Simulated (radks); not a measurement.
Q: Spherical quantum dot in the effective-mass picture: electrons in a hard-walled sphere of radius 4.95, with a point charge +1 (a donor) at the centre, all in effective atomic units (hartree* = m*/eps^2 hartree, bohr* = eps/m* bohr), one dielectric constant everywhere. Calculated with a radial shooting solver with Libxc functionals: non-relativistic Kohn-Sham, LDA (Slater exchange, Perdew-Wang correlation), spin-polarised, spherical densities. Levels are named by radial order and angular momentum (1s, 1p, 1d, 2s, ...), and open shells are averaged over m. Results are scaled to m* = 0.072 and eps = 4.4, for which hartree* = 101.2 meV and bohr* = 3.234 nm. At N = 12 the configuration is 1s2 1p6 1d(up 4, down 0). Does electron 13 go into 2s down or 2s up or 1d up?

A: Into 1d up. The total energies of the other choices lie higher by 5.47 meV (2s up), 7.05 meV (2s down).
